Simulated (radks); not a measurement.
Species: He+. Configuration: 1s1. All-electron calculation, scalar-relativistic Kohn-Sham, HCTH/407, spin-polarised, spherical densities, point nucleus; open shells are filled with parallel spins first. Program: a radial shooting solver on a logarithmic mesh with Libxc functionals.

Normalised radial functions P(r) = r R(r), r in bohr:

r         1s up
0.03133  0.1665
0.03648  0.1918
0.04246  0.2207
0.04943  0.2533
0.05755  0.2902
0.067    0.3315
0.07799  0.3775
0.0908   0.4283
0.1057   0.4839
0.1231   0.5441
0.1433   0.6083
0.1668   0.6754
0.1942   0.7442
0.226    0.8126
0.2631   0.8781
0.3063   0.9373
0.3566   0.9863
0.4151   1.0211
0.4833   1.0370
0.5626   1.0300
0.6498   0.9994
0.7564   0.9402
0.8806   0.8540
1.025    0.7445
1.193    0.6192
1.389    0.4883
1.617    0.3633
1.883    0.2539
2.192    0.1653
2.552    0.0987
2.971    0.0529

1s up: eigenvalue -42.284 eV, 0 radial nodes, <r> = 0.756 bohr, 90 % of the charge inside 1.35 bohr.
